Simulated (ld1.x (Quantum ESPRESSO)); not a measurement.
## Reading a pseudo-wave (S)

Columns: radius, all-electron u(r) and pseudo u(r) of the 3p shell (level -7.53 eV) of sulfur in the configuration [Ne] 3s1 3p5; revPBE, scalar-relativistic, TM scheme, ld1.x (Quantum ESPRESSO) 7.5.

```
r (bohr)  all-electron   pseudo
   0.078        0.1178  -0.0117
   0.155        0.2605  -0.0437
   0.232        0.3292  -0.0892
   0.310        0.3221  -0.1399
   0.388        0.2595  -0.1865
   0.465        0.1649  -0.2240
   0.542        0.0545  -0.2536
   0.620       -0.0617  -0.2803
   0.698       -0.1745  -0.3101
   0.775       -0.2779  -0.3484
   0.852       -0.3710  -0.3986
   0.930       -0.4537  -0.4602
   1.008       -0.5249  -0.5254
   1.085       -0.5841  -0.5841
   1.162       -0.6325  -0.6325
   1.240       -0.6711  -0.6711
   1.318       -0.7000  -0.7000
   1.395       -0.7201  -0.7201
   1.472       -0.7328  -0.7328
   1.550       -0.7390  -0.7390
   1.628       -0.7394  -0.7394
   1.705       -0.7350  -0.7350
   1.782       -0.7266  -0.7266
   1.860       -0.7147  -0.7147
   1.938       -0.7000  -0.7000
   2.015       -0.6833  -0.6833
```

Task: How many radial nodes do the two functions have?

Result: The all-electron 3p function has n − l − 1 = 1; the pseudo-wave has 0, since the states of the same l below it are removed with the core.

Task: At about which radius was the pseudo-wave matched?

Result: 1.10 bohr. The columns agree to 0.0005 from 1.01 bohr on; several derivatives are matched, so the curves merge somewhat inside the radius.

Task: Where does each function peak?

Result: Outermost all-electron maximum near 1.63 bohr, pseudo maximum near 1.63 bohr (to the table’s step).

Task: Is the pseudo-wave norm-conserving?

Result: Yes: the TM scheme keeps the norm inside the radius equal to the all-electron one, which fixes the energy derivative of the logarithmic derivative at the level.
